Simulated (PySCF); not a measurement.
C₂H₇NSi₂, SMILES [SiH3][C@H]1N=C[SiH2]1.

Geometry optimised at ωB97X-D3(BJ)/def2-SVP. The structure was generated by enumeration; whether it is a known compound was not checked.

Calculation: PBE/def2-TZVP in PySCF.

Isolated molecule, no solvent.

### Question
Estimate the frontier levels, gap, dipole moment and polarisability. (An estimate is asked for; the answer gives what the named calculation found.)

### Answer

| Quantity | Result |
|---|---|
| highest occupied level | -5.71 eV |
| lowest empty level | -2.12 eV |
| orbital gap | 3.59 eV |
| dipole moment | 1.59 D |
| quadrupole, principal values (traceless, Buckingham form, about the centre of nuclear charge) | -5.27, -0.02, 5.29 D·Å |
| mean static polarisability | 84.0 bohr³ (12.44 Å³) |
| polarisability, principal values | 68.7, 83.0, 100.3 bohr³ |
